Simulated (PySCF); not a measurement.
Excitation energies in several basis sets

C3H8GeSi.
SMILES: `C#[C][GeH2][CH2][SiH3]`

TDDFT with PBE0 (PySCF), vertical singlets, core orbitals frozen in the response, spherical d and f functions. Geometry: PBE0-D3(BJ)/def2-SVP, one conformer, isolated molecule. The PBE0/6-31G* calculation is non-relativistic and has no spin–orbit coupling, an omission that weighs most on germanium.

```csv
basis,functions,diffuse,S1 (eV),S2 (eV),S3 (eV),S4 (eV),S5 (eV),LUMO (eV),α (au)
6-31G*,108,no,6.20,6.49,6.51,7.70,7.91,0.35,74.9
def2-SVP,132,no,6.19,6.46,6.46,7.78,8.06,0.19,80.3
def2-SVPD,186,yes,6.12,6.36,6.36,7.35,7.46,-0.13,92.4
aug-cc-pVDZ,204,yes,6.06,6.29,6.30,6.99,7.07,-0.35,94.1
def2-TZVP,226,no,6.10,6.34,6.35,7.47,7.78,-0.06,89.1
def2-TZVPD,280,yes,6.06,6.29,6.30,7.19,7.32,-0.24,93.8
```

Problem. How much do these states and the polarisability depend on the basis?

Solution. States are compared by their number. Against the largest diffuse basis here (def2-TZVPD, itself not a converged limit), sets without diffuse functions differ by up to 0.14 eV in S1 and 0.74 eV in S5; the smaller diffuse sets differ by up to 0.05 and 0.25 eV. State by state, the largest deviation of a set without diffuse functions is S1 0.14, S2 0.20, S3 0.21, S4 0.58, S5 0.74 eV. The same number needn't mean the same state in each row. Against def2-TZVPD the polarisability deviates by -20% in 6-31G*, -14% in def2-SVP, -2% in def2-SVPD, 0% in aug-cc-pVDZ, -5% in def2-TZVP.
